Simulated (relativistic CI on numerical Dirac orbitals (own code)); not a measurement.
Magnetism of Sm²⁺, 4f6, in a crystal field

Calculated by Dirac-Coulomb-Breit CI, orbitals from a KLI potential per configuration, model QED, valence Slater integrals scaled by 0.8, one configuration in a parametric crystal field (own radial code).

Field parameters in Wybourne normalisation; cubic f-shell fields have B⁴₄ = √(5/14) B⁴₀ and B⁶₄ = −√(7/2) B⁶₀. The field is a parameter set, without covalency.

S is read from ⟨S²⟩ = S(S + 1).

Powder χT (cm³ K mol⁻¹) by Van Vleck's formula, with temperature-independent terms:

```tsv
Field	2 K	5 K	10 K	20 K	50 K	100 K	200 K	300 K
C2v, B20 = -400, B22 = 10, B40 = 590, B42 = 250, B44 = 70, B60 = -210, B62 = -220, B64 = -220, B66 = 40 cm⁻¹	0.0144	0.0359	0.0718	0.144	0.359	0.701	1.18	1.47
Oh, B40 = 530, B60 = 260 cm⁻¹	0.0134	0.0335	0.0671	0.134	0.336	0.668	1.16	1.46
```

(1) For Oh, B40 = 530, B60 = 260 cm⁻¹: what effective moment follows at 300 K?

Results:

(1) μ_eff = √(8χT) = 3.41 μB. The LS value g√(J(J + 1)) of the free ion's ⁷F0 level is 0.00 μB. The ground level is a non-magnetic singlet, so χT starts at zero and rises through temperature-independent paramagnetism and the filling of excited levels.
